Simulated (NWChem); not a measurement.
System: CH3Mg cation; SMILES [CH3][Mg+]

```xyz
5

Mg     0.0000     0.0000    -0.9494
C      0.0000     0.0000     1.1488
H      0.7405     0.7405     1.4581
H      0.2710    -1.0115     1.4581
H     -1.0115     0.2710     1.4581
```
Atoms are numbered in this order, from 1.

Computed with NWChem. Pople sets run with spherical d functions. Structure relaxed at the B3LYP/6-31G* (spherical d) level. Vzz is the largest principal value of the second derivative of the potential at the nucleus (NWChem prints the opposite sign); η is the asymmetry. Non-relativistic.

```csv
level,Vzz Mg1 (a.u.),η Mg1
Hartree-Fock/cc-pVTZ,-0.264,0.00
Hartree-Fock/6-31G*,-0.233,0.00
B3LYP/6-31G*,-0.138,0.00
B3LYP/def2-SVP,[?],0.00
```

Task: What belongs in the gaps?

Result: 
- B3LYP/def2-SVP, Vzz Mg1 (a.u.): -0.203
